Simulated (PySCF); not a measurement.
Basis-set dependence of excited states

C3H9B.
InChI=1S/C3H9B/c1-3(2)4/h3H,4H2,1-2H3

TDDFT with PBE0 (PySCF), vertical singlets, core orbitals frozen in the response, spherical d and f functions. One conformer (not necessarily the lowest) at the PBE0-D3(BJ)/def2-SVP geometry, without solvent, vibrations or thermal averaging.

| basis | functions | diffuse | S1 (eV) | S2 (eV) | S3 (eV) | S4 (eV) | S5 (eV) | LUMO (eV) | α (au) |
| --- | --- | --- | --- | --- | --- | --- | --- | --- | --- |
| 6-31G* | 74 | no | 5.65 | 6.12 | 7.49 | 7.58 | 8.65 | -0.74 | 45.1 |
| 6-31+G* | 90 | yes | 5.48 | 5.97 | 7.27 | 7.31 | 7.46 | -1.16 | 50.0 |
| def2-SVP | 101 | no | 5.53 | 5.95 | 7.33 | 7.37 | 8.41 | -1.04 | 47.3 |
| def2-SVPD | 152 | yes | 5.49 | 5.92 | 7.27 | 7.30 | 7.84 | -1.16 | 53.8 |
| aug-cc-pVDZ | 173 | yes | 5.43 | 5.88 | 7.19 | 7.20 | 7.28 | -1.22 | 55.1 |
| def2-TZVP | 178 | no | 5.46 | 5.92 | 7.24 | 7.27 | 8.11 | -1.17 | 52.7 |
| def2-TZVPD | 229 | yes | 5.45 | 5.91 | 7.22 | 7.25 | 7.49 | -1.19 | 54.8 |

Task: Compare the sets with the largest diffuse one.

Result: States are compared by their number. Against the largest diffuse basis here (def2-TZVPD, itself not a converged limit), sets without diffuse functions differ by up to 0.20 eV in S1 and 1.15 eV in S5; the smaller diffuse sets differ by up to 0.04 and 0.34 eV. State by state, the largest deviation of a set without diffuse functions is S1 0.20, S2 0.21, S3 0.27, S4 0.34, S5 1.15 eV. The same number needn't mean the same state in each row. Against def2-TZVPD the polarisability deviates by -18% in 6-31G*, -9% in 6-31+G*, -14% in def2-SVP, -2% in def2-SVPD, 0% in aug-cc-pVDZ, -4% in def2-TZVP. A single + in a Pople set puts diffuse functions on heavy atoms only.
